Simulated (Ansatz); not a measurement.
Species: AlOFH2, charge 0, singlet. AlOFH2 (SMILES [OH][AlH][F]).
B3LYP-D3(BJ)/def2-TZVP minimum from Ansatz (an electronic-structure program):
```xyz
5

Al    -0.2238    -0.3699     0.1227
H     -1.0262    -1.6415     0.5243
F      1.2465    -0.0706     0.8184
O     -0.8558     0.6979    -1.0197
H     -0.4363     1.5021    -1.3280
```

Total energies in cc-pV(D+d)Z, 18 correlated electrons, 7 frozen orbitals. UHF or UKS for unpaired electrons; spin-orbit terms are left out. Correlated methods leave the cores frozen. No relativity.

```
method    program  energy (Eh)  minus CCSDT(Q) (mEh)
--------  -------  -----------  --------------------
HF         Ansatz   -417.52378                465.56
MP2        Ansatz   -417.96634                 22.99
CCSD       Ansatz   -417.98012                  9.21
CCSD(T)    Ansatz   -417.98770                  1.64
CCSDT(Q)   Ansatz   -417.98933                  0.00
```

Rough core times of Ansatz's runs on a shared machine: CCSD(T) under 20 s, CCSDT(Q) 60 s.
